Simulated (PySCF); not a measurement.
Species: GaMe2(PMe2), C4H12GaP.
Bonds: Ga1–C2, Ga1–C6, Ga1–P10, P10–C11, P10–C12. Hydrogens: H3, H4, H5 on C2; H7, H8, H9 on C6; H13, H14, H15 on C11; H16, H17, H18 on C12.

Level of theory: PBE0-D3(BJ)/def2-SVP geometry optimisation, gas phase in PySCF.

Task: What internal coordinates does the optimisation give?

Result: 
| bond | length (Å) |
| --- | --- |
| Ga1–C2, Ga1–C6 | 1.975 |
| Ga1–P10 | 2.311 |
| C2–H3 and 5 like bonds | 1.101 |
| P10–C11, P10–C12 | 1.861 |
| C11–H13 and 5 like bonds | 1.101 |

Bonds in one row agree within 0.01 Å and their mean is given. A selection of angles:
| angle | degrees |
| --- | --- |
| C2–Ga1–C6 | 121.3 |
| C2–Ga1–P10 | 117.8 |
| C6–Ga1–P10 | 120.3 |
| Ga1–C2–H3 | 111.3 |
| Ga1–C2–H4 | 112.5 |
| Ga1–C2–H5 | 109.3 |
| H3–C2–H4 | 108.7 |
| H3–C2–H5 | 106.9 |
| Ga1–P10–C11 | 104.5 |
| Ga1–P10–C12 | 103.6 |
| C11–P10–C12 | 101.8 |
| P10–C11–H13 | 114.1 |
| P10–C11–H14 | 109.0 |
| H13–C11–H14 | 108.4 |
| H13–C11–H15 | 108.6 |

Dihedral angles: C2–Ga1–P10–C11 145° (anticlinal). The mirror-image conformer, all signs reversed, is as good.

P10 (phosphorus bonded to 2 C and Ga) is pyramidal (angles 104.5°, 103.6° and 101.8°, sum 309.9°, 0.84 Å off the plane of its three neighbours). Ga1 (gallium bonded to 2 C and P) is planar (angles 121.3°, 120.3° and 117.8°, sum 359.5°, 0.09 Å off the plane of its three neighbours).

No PBE0-D3(BJ)/def2-SVP frequencies stand behind this structure, so it isn't proved a minimum. One conformer, not necessarily the lowest.
